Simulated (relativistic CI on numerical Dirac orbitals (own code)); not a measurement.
Cr³⁺: L2,3 absorption edge

Computed with this model: Dirac-Coulomb-Breit CI, KLI orbitals optimised for each configuration, QED by a radiative potential, valence Slater integrals scaled by 0.8, multiplet model of core-to-valence dipole absorption; configurations [Ar] 3d3 → [He] 2s2 2p5 3s2 3p6 3d4; 300 K; Lorentzian 0.4 eV and Gaussian 0.3 eV FWHM. Energies are those of the free ion, without screening or charge transfer. The branching ratio is the share of the lower-energy edge in the whole absorption, uncertain by about 0.02 where the edges overlap. S is read from ⟨S²⟩ = S(S + 1).

Field parameters in Wybourne normalisation: Td as Oh with Dq negative (B⁴₀ = 21Dq, B⁴₄ = √(5/14) B⁴₀). The field is a parameter set, without covalency.

Computed curve for Td, 10Dq = -8750 cm⁻¹, scaled to 100 at the maximum (points under 2 are left out and the grid is thinned):

(Energy (eV), Intensity): (575.9, 2.1), (576.2, 2.7), (576.5, 3.1), (576.8, 4.6), (577.1, 7.0), (577.4, 9.6), (577.7, 16.4), (578.0, 21.0), (578.3, 22.3), (578.6, 26.3), (578.9, 29.0), (579.2, 33.8), (579.5, 54.5), (579.8, 91.2), (580.1, 97.7), (580.3, 95.9), (580.6, 93.0), (580.9, 78.9), (581.2, 71.2), (581.5, 58.4), (581.8, 54.8), (582.1, 40.2), (582.4, 29.5), (582.7, 24.6), (583.0, 25.7), (583.3, 24.2), (583.6, 17.1), (583.9, 13.1), (584.2, 10.0), (584.5, 8.0), (584.8, 7.3), (585.1, 8.6), (585.4, 14.4), (585.7, 29.9), (586.0, 31.5), (586.3, 29.1), (586.6, 33.3), (586.9, 32.1), (587.2, 31.4), (587.5, 35.2), (587.8, 32.4), (588.1, 31.7), (588.4, 31.4), (588.7, 37.1), (589.0, 44.0), (589.2, 42.1), (589.5, 41.6), (589.8, 42.1), (590.1, 37.5), (590.4, 27.2), (590.7, 16.0), (591.0, 11.1), (591.3, 8.0), (591.6, 6.0), (591.9, 5.4), (592.2, 4.8), (592.5, 3.6), (592.8, 2.8), (593.1, 2.3), (593.4, 2.0)

The ground state has S = 1.50, and the centroid lies at 583.66 eV.
